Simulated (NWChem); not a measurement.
**Atomisation of diiodomethane (CH2I2)**

```
C
H 1 1.0935
H 1 1.0935 2 111.63
I 1 2.1636 2 107.22 3 117.14
I 1 2.1636 2 107.22 3 -117.14
```
Charge 0, spin multiplicity 1.

Everything below was run with NWChem. All single points use one geometry, from B3LYP/def2-SVP with def2 effective core potentials on I, a minimum by its harmonic frequencies.

Basis set: def2-TZVP. The atomisation energy is electronic alone: no zero-point, thermal, spin-orbit or counterpoise terms. No value is extrapolated to the basis-set limit. Free atoms are single determinants with multiplicities I 2, C 3, H 2. Correlated methods freeze the same cores in atoms and molecule, 9 orbitals in all.

```tsv
method	atomisation energy (kcal/mol)	relative cost
HF	216.5	1
BHandHLYP	303.9	under 3
PBE0	323.7	under 3
B3LYP	316.4	under 3
PBE	332.3	under 3
M06-2X	309.3	under 3
MP2	320.8	under 3
LC-wPBE (omega 0.3 per bohr)	320.3	20
```

The values span 115.8 kcal/mol, from HF (lowest) to PBE (highest). Costs are rough ratios of processor time within this set of runs, SCF included, with HF as 1. Costs are the molecule's.

Effective core potentials replace the inner electrons of I; spin-orbit coupling is left out. B3LYP has NWChem's definition, with VWN1-RPA local correlation. GW and range-separated runs recompute their integrals, the others keep them in memory, which bears on the times. The stability of the SCF solutions was not checked. Open-shell Hartree-Fock references start from PBE0 orbitals; any time given for them includes that run.
